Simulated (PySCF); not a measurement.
**Bond curve of RbF**

Set-up: basis Rb def2-TZVPP with ECP28, F def2-TZVPP; scalar-relativistic core potentials; PySCF 2.14. Energies in eV from Rb + F in their ground configurations at the same level. State: ¹Σ⁺ (singlet), closed shell.

All columns are BHandHLYP. A positive dipole means Rb(−)F(+).

| R (Å) | E (eV) | μ (D) | Mulliken charge on Rb (basis-dependent) | HOMO (eV) | LUMO (eV) | Mayer bond order | ⟨S²⟩ |
| --- | --- | --- | --- | --- | --- | --- | --- |
| 2.011 | -3.663 | -7.16 | 0.74 | -8.17 | -0.61 | 0.36 | 0.00 |
| 2.104 | -4.046 | -7.78 | 0.77 | -8.16 | -0.69 | 0.35 | 0.00 |
| 2.198 | -4.253 | -8.36 | 0.79 | -8.08 | -0.77 | 0.34 | 0.00 |
| 2.268 | -4.325 | -8.78 | 0.80 | -8.00 | -0.82 | 0.33 | 0.00 |
| 2.338 | -4.345 | -9.18 | 0.81 | -7.88 | -0.88 | 0.33 | 0.00 |
| 2.408 | -4.325 | -9.58 | 0.82 | -7.72 | -0.93 | 0.32 | 0.00 |
| 2.502 | -4.255 | -10.09 | 0.83 | -7.52 | -1.00 | 0.32 | 0.00 |
| 2.619 | -4.122 | -10.72 | 0.83 | -7.28 | -1.09 | 0.31 | 0.00 |
| 2.759 | -3.925 | -11.45 | 0.84 | -7.03 | -1.18 | 0.31 | 0.00 |
| 2.946 | -3.637 | -12.41 | 0.84 | -6.72 | -1.31 | 0.31 | 0.00 |

A fit through these points gives, at Re = 2.335 Å, μ = -9.17 D and dμ/dR = -5.69 D/Å; the reduced mass is 15.52 u.

**Question.** How strong is the fundamental in the double-harmonic approximation, I = 42.26·(dμ/dR)²/μred km/mol?

**Answer.** I = 42.26·(-5.69)²/15.52 = 88.2 km/mol at BHandHLYP.
